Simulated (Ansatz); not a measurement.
## Ligand exchange: AlH(CH3)I + InH2(OH) → AlH(CH3)(OH) + InH2I

Species: AlH(CH3)I, singlet; InH2(OH), singlet; AlH(CH3)(OH), singlet; InH2I `[InH2][I]`, singlet. The partners trade I for OH: Al–I and In–OH bonds give way to Al–OH and In–I.

Shapes, held fixed at every level: PBE0-D4/def2-TZVP. Flexible molecules stand in one conformer, not always the lowest. Programs: Ansatz 0.2.0. Electronic energies: no zero-point or thermal term.

```csv
level,kind,ΔE (kJ/mol),less CCSD(T)/def2-TZVPP
HF/def2-TZVPP,Hartree–Fock,-115.0,-18.3
SPW92/def2-TZVPP,LDA,-95.8,+0.9
PBE-D4/def2-TZVPP,GGA,-90.6,+6.1
B3LYP-D4/def2-TZVPP,global hybrid,-102.0,-5.3
BHLYP-D4/def2-TZVPP,global hybrid,-109.5,-12.8
r2SCAN0-D4/def2-TZVPP,global hybrid,-103.5,-6.8
B2PLYP/def2-TZVPP,double hybrid,-100.8,-4.1
CCSD(T)/def2-TZVPP,coupled cluster or CI,-96.7,0.0
```

The highest level, CCSD(T)/def2-TZVPP, gives ΔE = -96.7 kJ/mol; the levels span -115.0 to -90.6. The column of differences is taken from that level and isn't an error. No measured value is set beside it here. For atoms past krypton def2 sets carry core potentials with scalar relativity. Correlated rows may include outer-core shells of I, In, which these sets cover unevenly.
